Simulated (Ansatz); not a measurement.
Ge₃O₂, relaxed as a triplet with UKS B3LYP-D4/def2-SVP in Ansatz, starting from the B3LYP-D4/def2-SVP geometry of the neutral singlet. Force threshold 0.02 eV/Å.

At B3LYP-D4/def2-SVP a singlet of charge 0 lies 0.90 eV below the triplet, each at its own geometry. The structure comes from a short search, and lower isomers may exist.

Start:

Cartesian coordinates in Å:
```
Ge 0.792 -0.507 1.266
Ge 0.987 0.774 -0.915
Ge -1.421 0.013 -0.683
O 0.086 -1.153 -0.405
O -0.443 0.873 0.737
```

```
step   energy (eV)  largest force component (eV/Å)  SCF passes
   1  -173627.7089                           1.734          23
   2  -173628.5289                           1.632          27
   3  -173628.8214                           0.894          27
   4  -173628.9341                           0.098          23
   5  -173628.9348                           0.007          18
```

Force components are those of the run's own axes.

End:

```tsv
atom	x (Å)	y (Å)	z (Å)
Ge1	0.512	-0.636	1.365
Ge2	1.011	0.793	-0.937
Ge3	-1.524	-0.157	-0.428
O4	0.266	-1.017	-0.573
O5	-0.266	1.017	0.573
```

By distances, no bond broke or formed. The bond that changes most is Ge1–Ge3, from 2.99 to 2.75 Å (atoms count from 1).

No frequencies were taken in this run, so the end may be a saddle point.

Run time 17 s (4 threads of Arm Neoverse V2 on a shared host).
